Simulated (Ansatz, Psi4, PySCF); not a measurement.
ethylmethylamine (C$_{3}$H$_{9}$N), singlet, at a GFN2-xTB geometry. Base run: B3LYP/cc-pVDZ (PySCF).

Here is a job for PySCF.
```python
from pyscf import gto, scf, dft

mol = gto.Mole()
mol.atom = '''
    C    -1.874005   -0.074415    0.259266
    C    -0.479674   -0.523144   -0.153579
    N     0.484968    0.532568    0.091661
    C     1.838812    0.155772   -0.251606
    H    -2.129173    0.850176   -0.251081
    H    -2.606847   -0.834892    0.002449
    H    -1.917267    0.100445    1.332520
    H    -0.218663   -1.459618    0.374707
    H    -0.462663   -0.735245   -1.227576
    H     0.443269    0.803098    1.070759
    H     2.508141    0.981452   -0.016887
    H     1.885845   -0.036069   -1.324249
    H     2.191792   -0.746607    0.273242
'''
mol.basis = 'cc-pvdz'
mol.charge = 0
mol.spin = 0
mol.verbose = 4
mol.build()

mf = dft.RKS(mol)
mf.xc = 'b3lyp'
mf.kernel()
```

The same geometry, method and basis name were run in Ansatz (a quantum-chemistry and plane-wave program) and Psi4 and PySCF, at each program's defaults and at the settings that a row names. The base is PySCF at its defaults. Differences at the defaults can come from grids, fitting, cores and function types together.

| code and settings | ΔE vs base (µEh) | basis functions | E (Eh) | SCF cycles | dipole (D) |
|---|---|---|---|---|---|
| PySCF, defaults (exact integrals, its default grid, spherical functions) | 0.0 | 101 | -174.48281 | 9 | 0.78 |
| Psi4, defaults (density fitting with its default set, its default grid, spherical functions) | -105 | 101 | -174.48291 | 8 | 0.78 |
| Ansatz, defaults (factorised integrals, its default grid, spherical functions) | 17.2 | 101 | -174.48279 | - | - |
| PySCF, density fitting with def2-universal-jkfit | -81.2 | 101 | -174.48289 | 9 | 0.78 |
| PySCF, fine grid | 6.0 | 101 | -174.48280 | 9 | 0.78 |
| Psi4, exact integrals, spherical functions, fine grid | 5.6 | 101 | -174.48280 | 11 | 0.78 |
| Ansatz, high accuracy | 6.2 | 101 | -174.48280 | - | - |
